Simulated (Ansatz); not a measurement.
Input file for Ansatz (a quantum-chemistry and plane-wave program): R-B3LYP/def2-TZVPPD on Ge2H8 (a complex), monomers drawn apart or pushed together. Files ending in .json are basis or fitting sets from the Basis Set Exchange.

Ansatz 0.2 input:
```yaml
crystal:
  periodic: [false, false, false]
  atoms:
    - {symbol: Ge, position_ang: [0.10619029, 0.02771487, 0.00369920]}
    - {symbol: H, position_ang: [-0.24516692, 1.45435130, 0.44958240]}
    - {symbol: H, position_ang: [-1.00348359, -0.93383224, 0.45258827]}
    - {symbol: H, position_ang: [1.43439169, -0.39354651, 0.64888922]}
    - {symbol: H, position_ang: [0.23962156, -0.01694436, -1.52573326]}
    - {symbol: Ge, position_ang: [-0.13811227, -0.03606868, 4.71018076]}
    - {symbol: H, position_ang: [0.27103557, -1.43946109, 4.24067151]}
    - {symbol: H, position_ang: [-1.47989877, 0.34370415, 4.06735419]}
    - {symbol: H, position_ang: [0.93401049, 0.97649860, 4.28249588]}
    - {symbol: H, position_ang: [-0.27808320, -0.02395199, 6.23963675]}
basis:
  gaussian:
    orbitals: def2-TZVPPD.json
hamiltonian:
  xc: {name: B3LYP}
scf: {lower_state_search: off}
```

Output:

```
WARN ansatz: RAYON_NUM_THREADS=1 ignored (pool sized by the plan → 1); use --threads N
Functional definition: B3LYP
these checks for a lower state are left out or cut short: stability, starts, cluster_reference, orbital_swaps, neighbouring_geometries, increment
integrals: 0.18 GiB planned
1300 factors; their error is unknown
mean field: 1.45 GiB planned
mean field evaluation 1: about -113167.8361 eV, gradient 2.7e1 eV
mean field evaluation 2: about -113168.2992 eV, gradient 2.6e1 eV
mean field evaluation 4: about -113168.6752 eV, gradient 5.4e-1 eV
mean field evaluation 8: about -113169.0414 eV, gradient 3.0e-3 eV
mean field -113169.04143134 eV, -4158.8855638705 hartree, gradient 2.7e-6 eV, S^2 0.000000; 0 other end points of the search recorded, 0 dependent functions left out
reference -113169.04174130 eV, -4158.8855752611 hartree; 36, 36 occupied and 208, 208 virtual orbitals, 1300 factors
Total energy: -113169.04174130 eV, -4158.8855752611 hartree
Checks for a lower state left out: stability, starts, cluster_reference, orbital_swaps, neighbouring_geometries, increment
```

The calculation finished and met its thresholds.

Cost: roughly 4 core-seconds.
